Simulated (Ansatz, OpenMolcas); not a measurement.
**CuF (fluorocopper): the vertical ionisation energy from total energies**

CuF: 2 atoms, total charge 0, spin state singlet. As SMILES, `[F][Cu]`. The coordinates come from a PBE0-D4/def2-TZVP relaxation.

```csv
atom,x (Å),y (Å),z (Å)
F,0.7510,-0.2689,0.3771
Cu,-0.7510,0.2689,-0.3771
```

Both states at this one shape; open shells run unrestricted unless said. 1 Eh = 27.2114 eV.

```tsv
level	program	singlet CuF (Eh)	doublet CuF+ (Eh)	HOMO of the first (eV)
BLYP/def2-TZVPP	Ansatz	-1740.506988	-1740.119360	-6.00
M06-2X/def2-TZVPP	OpenMolcas	-1740.323644	-1739.938121	-9.48
```

Problem. Work out the vertical ionisation energy at each level.

Solution. 
1. BLYP/def2-TZVPP: -1740.119360 − (-1740.506988) = 0.387628 Eh = 10.55 eV; −ε(HOMO) = 6.00 eV.
2. M06-2X/def2-TZVPP: -1739.938121 − (-1740.323644) = 0.385523 Eh = 10.49 eV; −ε(HOMO) = 9.48 eV.

No measured value is set beside it here; the levels span 10.49 to 10.55 eV. In semi-local functionals −ε(HOMO) lies far under the ionisation energy, a result of self-interaction.
